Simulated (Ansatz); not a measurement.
Species: C$_{2}$H$_{10}$O$_{4}$Si$_{2}$, net charge 0, singlet state. SMILES: [Si](O)(O)(O)O[SiH](C)C
Coordinates optimised at B3LYP-D3(BJ)/def2-TZVP (Ansatz, a first-principles code):
```xyz
18

C     -1.5861    -0.8742     1.8498
Si    -1.5995    -0.8159    -0.0148
C     -2.6944     0.5548    -0.6484
O     -0.0585    -0.5848    -0.5797
Si     1.2517     0.2927    -0.2219
O      2.1671     0.4667    -1.5696
O      0.6883     1.6997     0.3997
O      2.2272    -0.3752     0.9074
H     -2.5848    -1.0820     2.2415
H     -0.9110    -1.6508     2.2143
H     -1.2525     0.0822     2.2583
H     -2.0439    -2.1194    -0.5660
H     -2.3367     1.5205    -0.2846
H     -2.6999     0.5829    -1.7399
H     -3.7250     0.4218    -0.3107
H      1.7059     0.5669    -2.4057
H      1.3236     2.2727     0.8361
H      2.8838    -1.0049     0.5998
```

Parts of the frozen-core correlation energy in aug-cc-pV(T+d)Z (Ansatz, hartree). Frozen orbitals: 16; correlated occupied orbitals by spin: 25 and 25; virtual: 575 and 575. No spin-orbit coupling. Non-relativistic.

```json
[
 {"term": "reference (HF)", "value": "-959.39151"},
 {"term": "MP2 opposite-spin", "value": "…"},
 {"term": "MP2 same-spin", "value": "-0.38291"},
 {"term": "CCSD correlation", "value": "…"},
 {"term": "(T)", "value": "…"},
 {"term": "T1 diagnostic", "value": "0.011"},
 {"term": "largest doubles amplitude", "value": "0.007"}
]
```

Task: What belongs in the gaps?

Result: 
- MP2 opposite-spin, value: -1.19806
- CCSD correlation, value: -1.62547
- (T), value: -0.06195
